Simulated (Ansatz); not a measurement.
Consider the redistribution: `C[B]([GeH3])[SeH]` + `[CH3][Ga]([CH3])[F]` → `[CH3][Ga]([CH3])[SeH]` + `C[B](F)[GeH3]`.

Gas-phase electronic energies from Ansatz, PBE0-D4/def2-TZVP geometries. CCSD(T)/CBS adds triple-zeta CCSD(T) − MP2 to the extrapolated MP2 energy (def2 sets, frozen cores). DFT in def2-TZVPP. B3LYP here is the variant with VWN-RPA as its local correlation; programs differ in this. For Ga, Ge, Se outer-core shells are correlated without core-valence functions, which leaves a few kJ/mol of doubt a bond. Scalar relativity is left out up to krypton. One conformer a species, not always the lowest.

`C[B]([GeH3])[SeH]`:

Z-matrix (Å, degrees):
```
C
B 1 1.560
H 1 1.097 2 109.8
H 1 1.097 2 109.7 3 -115.1
H 1 1.092 2 115.0 3 122.5
Ge 2 2.070 1 121.4 3 57.3
Se 2 1.912 1 123.8 3 -122.8
H 6 1.542 2 110.4 1 -58.8
H 6 1.540 2 113.3 1 -179.8
H 6 1.542 2 110.5 1 59.1
H 7 1.475 2 98.2 1 0.0
```

`[CH3][Ga]([CH3])[F]`:

Cartesian coordinates in Å:
```
C -1.531 -0.971 0.049
Ga 0.308 -0.343 0.257
C 1.251 1.285 -0.271
F 1.348 -1.507 1.100
H -2.240 -0.232 0.428
H -1.760 -1.132 -1.007
H -1.672 -1.910 0.585
H 2.267 1.276 0.122
H 1.296 1.362 -1.360
H 0.732 2.172 0.098
```

`[CH3][Ga]([CH3])[SeH]`:

Cartesian coordinates in Å:
```
C -1.486 -0.108 0.883
Ga 0.202 -0.230 -0.116
C 1.246 1.269 -0.838
Se 1.118 -2.355 -0.483
H -1.267 -0.006 1.950
H -2.093 -1.004 0.749
H -2.064 0.765 0.576
H 1.509 1.964 -0.035
H 2.162 0.933 -1.323
H 0.649 1.824 -1.565
H 0.023 -3.052 0.203
```

`C[B](F)[GeH3]`:

Cartesian coordinates in Å:
```
C 0.231 -1.519 0.511
B -0.652 -0.290 0.153
F -1.971 -0.376 0.282
Ge 0.093 1.536 -0.539
H 0.979 -1.239 1.261
H -0.340 -2.376 0.876
H 0.811 -1.825 -0.368
H -0.480 1.875 -1.928
H 1.629 1.528 -0.655
H -0.299 2.685 0.408
```

```csv
level,ΔE (kJ/mol)
PBE-D4,-55.7
PBE0-D4,-61.4
B3LYP-D4,-62.7
ωB97M-V,-63.9
PBE,-57.1
HF/def2-QZVPP,-77.3
MP2/CBS(def2),-52.2
CCSD/CBS(def2),-60.1
```

Question: What does CCSD(T)/CBS give? (An estimate is asked.)

Answer: Computed: -56.8 kJ/mol. The listed levels differ from it by 1.1, -4.6, -5.9, -7.1, -0.3, -20.5, 4.6, -3.3 kJ/mol.

Largest T1 diagnostic among the species: 0.013.

From PBE to PBE0 (25 % exact exchange), in def2-TZVPP and without D4, ΔE moves by −5.4 kJ/mol. In def2-TZVPP, CCSD(T) changes the Hartree–Fock value by +21.2 kJ/mol (the triples alone add +3.4 kJ/mol) and MP2 by +25.7 kJ/mol.
